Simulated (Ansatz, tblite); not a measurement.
Cost and result up the ladder for B(CN)3 (BC3N3) (7 atoms). Total charge 0; singlet. Geometry: B3LYP-D4/def2-SVP.

```xyz
7

B     0.0008   -0.0003    0.0003
C    -0.3180   -0.9397    1.1646
N    -0.5604   -1.6530    2.0498
C     0.4193   -0.5751   -1.3541
N     0.7351   -1.0111   -2.3843
C    -0.0998    1.5141    0.1900
N    -0.1770    2.6651    0.3337
```

Ansatz on 2 threads of AMD EPYC 7R13 on a shared host; xTB runs through tblite on one thread. Times are rough, summed over both states, and most runs start from the orbitals of an earlier one. PBE0-D4/def2-TZVP serves as the yardstick here, not as an exact answer. The other state is a doublet.

The xTB rows come from tblite. B3LYP takes the VWN-RPA correlation.

Raw xTB energies of ions are shifted by several eV.

| level | functions | vertical IE (eV) | difference from PBE0-D4/def2-TZVP (eV) |
| --- | --- | --- | --- |
| B3LYP-D4/def2-TZVP | 217 | 12.94 | -0.09 |
| PBE0-D4/def2-TZVP (with forces) | 217 | 13.03 | 0.00 |
| GFN2-xTB | 28 | 15.59 | 2.56 |
| GFN1-xTB | 28 | 16.66 | 3.63 |

**Question.** Estimate how long each takes.

**Answer.** GFN1-xTB 0.009 s; GFN2-xTB 0.01 s; B3LYP-D4/def2-TZVP 20 s; PBE0-D4/def2-TZVP (with forces) 26 s. On shared hardware such times vary by a factor of up to 3.
